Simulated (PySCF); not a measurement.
# Computed χzz against gas-phase spectroscopy

Values to reproduce (atoms as numbered below): 14N at N7: χzz = -4.477 MHz [1].
[1] measured, gas; W. C. Bailey, Calculation of NQCC in Gaseous State Molecules (compilation of microwave values)

2-fluoropyridine, C₅H₄FN.
Structure used (PBE0-D3(BJ)/def2-SVP), in Å, numbered top down from 1:
```xyz
11
C5H4FN angstrom
F      2.196   -1.161   -1.154
C      1.105   -0.680   -0.575
C      0.928    0.704   -0.541
C     -0.227    1.175    0.070
C     -1.133    0.259    0.609
C     -0.833   -1.096    0.508
N      0.272   -1.557   -0.078
H      1.676    1.366   -0.981
H     -0.418    2.249    0.127
H     -2.051    0.589    1.098
H     -1.515   -1.849    0.918
```

Problem. How do the computed couplings compare?

Solution. PySCF, non-relativistic, all at one geometry, with Q(14N) = 0.02044 b:

| level | functions | 14N N7 (MHz) | computed/reference − 1 (%) |
| --- | --- | --- | --- |
| B3LYP/pcJ-1 | 229 | -5.053 | +12.9 |
| PBE0/pcSseg-1 | 139 | -5.016 | +12.0 |

Closest here is PBE0/pcSseg-1 (12.0 % unsigned error), furthest B3LYP/pcJ-1 (12.9 %); one molecule doesn't rank methods. Computed values are for fixed nuclei, while measured ones can include vibrational averaging.
